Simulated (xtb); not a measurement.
W(O)(NH)(Cl)2 (Cl2HNOW), SMILES [NH]=[W](=[O])([Cl])[Cl], multiplicity 1. All values are semi-empirical tight-binding results from xtb (GFN2-xTB unless named), good for trends rather than for accurate numbers. The structure is a stationary point at GFN2-xTB. The multiplicity is an assumed one; no other spin state was optimised. The structure was generated by enumeration; whether it is a known compound was not checked.

For metal compounds this method's bond lengths and energies can be far off.

Computed properties:
- point group as xtb finds it = Cs
- orbital gap = 2.40 eV
- zero-point energy = 11.3 kcal/mol
- G − E(el) at 298.15 K (modified RRHO) = -9.7 kcal/mol
